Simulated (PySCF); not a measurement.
**How the method changes the constants of SrS⁺**

State: ²Π (doublet), unpaired electrons π ↑. Set-up: Sr def2-SVP with ECP28, S def2-SVP; scalar-relativistic core potentials (PySCF 2.14). De refers to Sr⁺ + S in their high-spin ground configurations, without counterpoise correction. The functionals are run spin-unrestricted. A positive dipole points towards S; it is taken about the centre of mass and depends on that origin.

```
      Level  Re (Å)  ωe (cm⁻¹)  De (eV)   μ (D)
        UHF   2.692        327     1.47  -10.58
    UHF-MP2   2.664        329     2.09     n/a
UHF-SCS-MP2   2.669        327     2.09     n/a
   UHF-CCSD   2.670        325     2.02     n/a
UHF-CCSD(T)   2.674        322     2.10     n/a
        PBE   2.641        324     2.94   -8.00
     r²SCAN   2.644        331     2.92   -8.81
      TPSSh   2.646        330     2.95   -8.72
       PBE0   2.635        333     2.79   -8.75
  BHandHLYP   2.647        334     2.48   -9.27
  CAM-B3LYP   2.638        336     2.63   -9.02
     B2PLYP   2.655        327     2.47   -9.38
```

(1) Which functional lies closest to UHF-CCSD(T) in De, which farthest, and by how much do they differ from it?

(2) What does the step from GGA to meta-GGA do here, going from PBE to r²SCAN?

(3) What does all correlation do here, going from UHF to UHF-CCSD(T)?

Correlated steps freeze 5 core orbitals. Correlated levels converge slowly with the basis: in double zeta they bind strong bonds too weakly, by up to about 1 eV, and carry superposition errors of some tenths. Spin–orbit coupling is left out. For an ion De counts to the pair picked by the measured ionisation energies or electron affinities, which need not be the lowest pair at this level. B2PLYP dipoles, levels and charges come from its SCF part alone. The state is the lowest determinant that a PBE0 search found; another state may lie lower at other levels.

Answers

(1) Closest is B2PLYP (-1.9 pm in Re, +1.6 % in ωe, +0.37 eV in De against UHF-CCSD(T) in the same basis), farthest TPSSh (-2.8 pm in Re, +2.5 % in ωe, +0.85 eV in De). CCSD(T) converges more slowly with the basis than the functionals do and binds too weakly in this one, so the order can change at the basis-set limit.

(2) r²SCAN less PBE: +0.3 pm in Re, +2.2 % in ωe, -0.02 eV in De. 

(3) UHF-CCSD(T) less UHF: -1.8 pm in Re, -1.5 % in ωe, +0.63 eV in De. Correlation nearly always deepens the well. The bond shortens, as in weak, metallic or heavy-atom bonds, where dispersion and the correlation of outer-core electrons pull the atoms together.
